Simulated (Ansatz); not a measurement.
Ansatz (a quantum-chemistry and plane-wave program) job for cyclotrisilazane (H9N3Si3), SMILES N1[SiH2]N[SiH2]N[SiH2]1, PBE-D3(BJ)/def2-SVP. 

Ansatz 0.2 input:
```yaml
crystal:
  periodic: [false, false, false]
  atoms:
    - {symbol: Si, position_ang: [0.04728618, 0.90365333, 1.56757920]}
    - {symbol: N, position_ang: [-0.10674205, 1.60734001, 0.00000041]}
    - {symbol: Si, position_ang: [0.04728618, 0.90365412, -1.56757875]}
    - {symbol: N, position_ang: [-0.12688826, -0.80354627, -1.39098498]}
    - {symbol: Si, position_ang: [0.05618070, -1.80745107, -0.00000046]}
    - {symbol: N, position_ang: [-0.12688826, -0.80354697, 1.39098457]}
    - {symbol: H, position_ang: [1.36223710, 1.23192606, 2.15022692]}
    - {symbol: H, position_ang: [-1.04252585, 1.40063686, 2.41896749]}
    - {symbol: H, position_ang: [-0.17260712, 2.61061940, 0.00000066]}
    - {symbol: H, position_ang: [1.36223710, 1.23192714, -2.15022629]}
    - {symbol: H, position_ang: [-1.04252586, 1.40063808, -2.41896677]}
    - {symbol: H, position_ang: [-0.20899594, -1.30520979, -2.25836704]}
    - {symbol: H, position_ang: [-1.01753939, -2.81037729, -0.00000071]}
    - {symbol: H, position_ang: [1.38180293, -2.45466611, -0.00000062]}
    - {symbol: H, position_ang: [-0.20899593, -1.30521093, 2.25836639]}
basis:
  gaussian:
    orbitals: def2-SVP
hamiltonian:
  xc: pbe
  dispersion: d3bj
relax: {f_tol: 0.002, max_steps: 200}
```

Program output:

```
[...]
these checks for a lower state are left out or cut short: starts, cluster_reference, orbital_swaps, neighbouring_geometries, increment
integrals: 0.10 GiB planned
1626 factors; their error is unknown
mean field: 0.52 GiB planned
mean field evaluation 64: about -28224.3791 eV, gradient 1.2e-5 eV
mean field -28224.37909679 eV, -1037.2268006359 hartree, gradient 1.2e-5 eV, S^2 0.000000; 0 other end points of the search recorded, 0 dependent functions left out
the calculation of the forces begins
reference -28224.37914631 eV, -1037.2268024556 hartree; 36, 36 occupied and 105, 105 virtual orbitals, 1626 factors
relax step   7: F+E_penalty+E_count = -28224.82325288 eV  Δ(F+E_penalty+E_count) = -7.994e-3 eV  max|allowed force component| = 6.670e-1 eV/Å  Δτ_max = 0.1997 Å  (28 SCF iters, accepted)
these checks for a lower state are left out or cut short: starts, cluster_reference, orbital_swaps, neighbouring_geometries, increment
integrals: 0.10 GiB planned
1626 factors; their error is unknown
mean field: 0.52 GiB planned
mean field -28224.38997818 eV, -1037.2272005195 hartree, gradient 8.6e-6 eV, S^2 0.000000; 0 other end points of the search recorded, 0 dependent functions left out
the calculation of the forces begins
reference -28224.39002775 eV, -1037.2272023410 hartree; 36, 36 occupied and 105, 105 virtual orbitals, 1626 factors
relax step   8: F+E_penalty+E_count = -28224.83453155 eV  Δ(F+E_penalty+E_count) = -1.128e-2 eV  max|allowed force component| = 8.523e-1 eV/Å  Δτ_max = 0.1402 Å  (29 SCF iters, accepted)
these checks for a lower state are left out or cut short: starts, cluster_reference, orbital_swaps, neighbouring_geometries, increment
integrals: 0.10 GiB planned
1626 factors; their error is unknown
mean field: 0.52 GiB planned
mean field -28224.41173655 eV, -1037.2280001246 hartree, gradient 1.6e-5 eV, S^2 0.000000; 0 other end points of the search recorded, 0 dependent functions left out
the calculation of the forces begins
reference -28224.41178588 eV, -1037.2280019376 hartree; 36, 36 occupied and 105, 105 virtual orbitals, 1626 factors
relax step   9: F+E_penalty+E_count = -28224.85731630 eV  Δ(F+E_penalty+E_count) = -2.278e-2 eV  max|allowed force component| = 9.351e-1 eV/Å  Δτ_max = 0.1914 Å  (29 SCF iters, accepted)
these checks for a lower state are left out or cut short: starts, cluster_reference, orbital_swaps, neighbouring_geometries, increment
integrals: 0.10 GiB planned
1626 factors; their error is unknown
mean field: 0.52 GiB planned
mean field -28224.43658393 eV, -1037.2289132492 hartree, gradient 1.4e-5 eV, S^2 0.000000; 0 other end points of the search recorded, 0 dependent functions left out
the calculation of the forces begins
reference -28224.43663293 eV, -1037.2289150500 hartree; 36, 36 occupied and 105, 105 virtual orbitals, 1626 factors
relax step  10: F+E_penalty+E_count = -28224.88348645 eV  Δ(F+E_penalty+E_count) = -2.617e-2 eV  max|allowed force component| = 7.665e-1 eV/Å  Δτ_max = 0.1922 Å  (29 SCF iters, accepted)
these checks for a lower state are left out or cut short: starts, cluster_reference, orbital_swaps, neighbouring_geometries, increment
integrals: 0.10 GiB planned
1626 factors; their error is unknown
mean field: 0.52 GiB planned
mean field evaluation 96: about -28224.4847 eV, gradient 2.2e-5 eV
mean field -28224.48474528 eV, -1037.2306831460 hartree, gradient 2.2e-5 eV, S^2 0.000000; 0 other end points of the search recorded, 0 dependent functions left out
the calculation of the forces begins
reference -28224.48479315 eV, -1037.2306849054 hartree; 36, 36 occupied and 105, 105 virtual orbitals, 1626 factors
relax step  11: F+E_penalty+E_count = -28224.93517362 eV  Δ(F+E_penalty+E_count) = -5.169e-2 eV  max|allowed force component| = 2.131e-1 eV/Å  Δτ_max = 0.1997 Å  (28 SCF iters, accepted)
these checks for a lower state are left out or cut short: starts, cluster_reference, orbital_swaps, neighbouring_geometries, increment
integrals: 0.10 GiB planned
1626 factors; their error is unknown
mean field: 0.52 GiB planned
mean field -28224.50955723 eV, -1037.2315949685 hartree, gradient 1.6e-5 eV, S^2 0.000000; 0 other end points of the search recorded, 0 dependent functions left out
the calculation of the forces begins
reference -28224.50960452 eV, -1037.2315967063 hartree; 36, 36 occupied and 105, 105 virtual orbitals, 1626 factors
relax step  12: F+E_penalty+E_count = -28224.96318956 eV  Δ(F+E_penalty+E_count) = -2.802e-2 eV  max|allowed force component| = 2.144e-1 eV/Å  Δτ_max = 0.1922 Å  (29 SCF iters, accepted)
these checks for a lower state are left out or cut short: starts, cluster_reference, orbital_swaps, neighbouring_geometries, increment
integrals: 0.10 GiB planned
1626 factors; their error is unknown
mean field: 0.52 GiB planned
mean field -28224.52528823 eV, -1037.2321730722 hartree, gradient 1.3e-5 eV, S^2 0.000000; 0 other end points of the search recorded, 0 dependent functions left out
the calculation of the forces begins
reference -28224.52533535 eV, -1037.2321748035 hartree; 36, 36 occupied and 105, 105 virtual orbitals, 1626 factors
relax step  13: F+E_penalty+E_count = -28224.98181597 eV  Δ(F+E_penalty+E_count) = -1.863e-2 eV  max|allowed force component| = 9.246e-2 eV/Å  Δτ_max = 0.1291 Å  (29 SCF iters, accepted)
these checks for a lower state are left out or cut short: starts, cluster_reference, orbital_swaps, neighbouring_geometries, increment
integrals: 0.10 GiB planned
1626 factors; their error is unknown
mean field: 0.52 GiB planned
mean field -28224.52748187 eV, -1037.2322536869 hartree, gradient 7.9e-6 eV, S^2 0.000000; 0 other end points of the search recorded, 0 dependent functions left out
the calculation of the forces begins
reference -28224.52752894 eV, -1037.2322554168 hartree; 36, 36 occupied and 105, 105 virtual orbitals, 1626 factors
relax step  14: F+E_penalty+E_count = -28224.98575598 eV  Δ(F+E_penalty+E_count) = -3.940e-3 eV  max|allowed force component| = 5.298e-2 eV/Å  Δτ_max = 0.0857 Å  (31 SCF iters, accepted)
these checks for a lower state are left out or cut short: starts, cluster_reference, orbital_swaps, neighbouring_geometries, increment
integrals: 0.10 GiB planned
1626 factors; their error is unknown
mean field: 0.53 GiB planned
mean field evaluation 128: about -28224.5213 eV, gradient 8.2e-6 eV
mean field -28224.52131605 eV, -1037.2320270973 hartree, gradient 8.1e-6 eV, S^2 0.000000; 0 other end points of the search recorded, 0 dependent functions left out
the calculation of the forces begins
reference -28224.52136287 eV, -1037.2320288176 hartree; 36, 36 occupied and 105, 105 virtual orbitals, 1626 factors
relax step  15: F+E_penalty+E_count = -28224.98245475 eV  Δ(F+E_penalty+E_count) = +3.301e-3 eV  max|allowed force component| = 1.624e-1 eV/Å  Δτ_max = 0.1042 Å  (30 SCF iters, rejected (line search))
these checks for a lower state are left out or cut short: starts, cluster_reference, orbital_swaps, neighbouring_geometries, increment
integrals: 0.10 GiB planned
1626 factors; their error is unknown
mean field: 0.52 GiB planned
mean field -28224.52835548 eV, -1037.2322857914 hartree, gradient 7.9e-6 eV, S^2 0.000000; 0 other end points of the search recorded, 0 dependent functions left out
the calculation of the forces begins
reference -28224.52840248 eV, -1037.2322875187 hartree; 36, 36 occupied and 105, 105 virtual orbitals, 1626 factors
relax step  16: F+E_penalty+E_count = -28224.98748511 eV  Δ(F+E_penalty+E_count) = -1.729e-3 eV  max|allowed force component| = 8.018e-3 eV/Å  Δτ_max = 0.0291 Å  (32 SCF iters, accepted)
these checks for a lower state are left out or cut short: starts, cluster_reference, orbital_swaps, neighbouring_geometries, increment
integrals: 0.10 GiB planned
1626 factors; their error is unknown
mean field: 0.53 GiB planned
mean field -28224.52797463 eV, -1037.2322717956 hartree, gradient 7.9e-6 eV, S^2 0.000000; 0 other end points of the search recorded, 0 dependent functions left out
the calculation of the forces begins
reference -28224.52802160 eV, -1037.2322735215 hartree; 36, 36 occupied and 105, 105 virtual orbitals, 1626 factors
relax step  17: F+E_penalty+E_count = -28224.98758705 eV  Δ(F+E_penalty+E_count) = -1.019e-4 eV  max|allowed force component| = 6.771e-3 eV/Å  Δτ_max = 0.0182 Å  (32 SCF iters, accepted)
these checks for a lower state are left out or cut short: starts, cluster_reference, orbital_swaps, neighbouring_geometries, increment
integrals: 0.10 GiB planned
1626 factors; their error is unknown
mean field: 0.53 GiB planned
mean field -28224.52798090 eV, -1037.2322720258 hartree, gradient 1.5e-5 eV, S^2 0.000000; 0 other end points of the search recorded, 0 dependent functions left out
the calculation of the forces begins
reference -28224.52802786 eV, -1037.2322737517 hartree; 36, 36 occupied and 105, 105 virtual orbitals, 1626 factors
relax step  18: F+E_penalty+E_count = -28224.98759715 eV  Δ(F+E_penalty+E_count) = -1.010e-5 eV  max|allowed force component| = 9.865e-3 eV/Å  Δτ_max = 0.0040 Å  (24 SCF iters, accepted)
these checks for a lower state are left out or cut short: starts, cluster_reference, orbital_swaps, neighbouring_geometries, increment
integrals: 0.10 GiB planned
1626 factors; their error is unknown
mean field: 0.52 GiB planned
mean field evaluation 160: about -28224.5280 eV, gradient 1.3e-5 eV
mean field -28224.52803218 eV, -1037.2322739103 hartree, gradient 1.3e-5 eV, S^2 0.000000; 0 other end points of the search recorded, 0 dependent functions left out
the calculation of the forces begins
reference -28224.52807915 eV, -1037.2322756364 hartree; 36, 36 occupied and 105, 105 virtual orbitals, 1626 factors
relax step  19: F+E_penalty+E_count = -28224.98760850 eV  Δ(F+E_penalty+E_count) = -1.136e-5 eV  max|allowed force component| = 1.791e-3 eV/Å  Δτ_max = 0.0016 Å  (22 SCF iters, accepted)
integrals: 0.10 GiB planned
1626 factors; their error is unknown
mean field: 0.52 GiB planned
mean field -28224.52803218 eV, -1037.2322739103 hartree, gradient 1.3e-5 eV, S^2 0.000000; 1 other end points of the search recorded, 0 dependent functions left out
the calculation of the forces begins
reference -28224.52807915 eV, -1037.2322756364 hartree; 36, 36 occupied and 105, 105 virtual orbitals, 1626 factors
Total energy: -28224.98765547 eV, -1037.2491647548 hartree
Atom 0 at    -0.064675     0.875711     1.589635 Å, force    -0.000050    -0.001791     0.001163 eV/Å
Atom 1 at     0.494112     1.380460     0.000000 Å, force     0.000870     0.001068    -0.000000 eV/Å
Atom 2 at    -0.064675     0.875711    -1.589635 Å, force    -0.000050    -0.001791    -0.001163 eV/Å
Atom 3 at    -0.262420    -0.856761    -1.454132 Å, force     0.000069    -0.000291    -0.000083 eV/Å
Atom 4 at     0.299825    -1.676392    -0.000000 Å, force    -0.000644     0.001098     0.000000 eV/Å
Atom 5 at    -0.262420    -0.856762     1.454132 Å, force     0.000069    -0.000291     0.000083 eV/Å
Atom 6 at     0.996605     1.345151     2.552936 Å, force    -0.000211    -0.000052    -0.000375 eV/Å
Atom 7 at    -1.378348     1.470392     2.038092 Å, force     0.000007     0.000386    -0.000137 eV/Å
Atom 8 at     1.263974     2.056123     0.000001 Å, force    -0.000318     0.000492     0.000000 eV/Å
Atom 9 at     0.996605     1.345152    -2.552936 Å, force    -0.000211    -0.000052     0.000375 eV/Å
Atom 10 at    -1.378348     1.470393    -2.038091 Å, force     0.000007     0.000386     0.000137 eV/Å
Atom 11 at    -0.983809    -1.318188    -2.014628 Å, force     0.000349     0.000311     0.000157 eV/Å
Atom 12 at    -0.269158    -3.068280    -0.000001 Å, force    -0.000188    -0.000067    -0.000000 eV/Å
Atom 13 at     1.799863    -1.724134    -0.000001 Å, force    -0.000048     0.000284     0.000000 eV/Å
Atom 14 at    -0.983809    -1.318189     2.014628 Å, force     0.000349     0.000311    -0.000157 eV/Å
Dipole moment:    -0.176399    -0.032270    -0.000000 e Å
```

The calculation finished and met its thresholds.
